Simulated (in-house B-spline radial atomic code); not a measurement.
**Removing one electron from Cs7+**

Closed shell [Kr] 4d10 5s2. Computed with an all-electron radial atomic-structure program (B-spline basis): Koopmans values of Dirac-Hartree-Fock plus a diagonal self-energy, in second order or with its direct term screened (direct RPA, with the hole-particle interaction, or full time-dependent Hartree-Fock), linearised in energy; no-pair Dirac-Coulomb Hamiltonian, finite nucleus. Shifts add to the Koopmans value (the ΔSCF shift is orbital relaxation alone); the final value takes TDHF screening with Breit and QED.

Command:
```bash
python run_mb.py task.json out
```
Settings (nuclear radius in fm, box in bohr, cutoff in hartree):
```
basis_form          2
Z                   55
core_configuration  [Kr] 4d10 5s2
rms_radius          4.8041
mass_number         133
speed_of_light      137.036
box_radius          8.943
lmax                7
intervals           61
virtual_cutoff      12100.0
```

Run time, properties included: 40 s on 1 thread of Intel(R) Xeon(R) Platinum 8259CL CPU @ 2.50GHz (shared host).

Energies in eV:

```
subshell  Koopmans  ΔSCF shift  second order  direct RPA  hole-particle  TDHF  Breit + QED  final
   5s1/2    108.65      -0.221             ?           ?              ?     ?            ?      ?
```

Question: What does the self-energy do to 5s1/2?

Answer: It shifts the removal energy by 2.616 eV in second order, 1.430 with direct RPA, 1.650 with the hole-particle term and 1.838 with TDHF screening (quasi-particle weight 0.981); Breit and QED add -0.097 eV. The final value is 110.39 eV, against 110.1 ± 0.6 eV (NIST, semi-empirical).
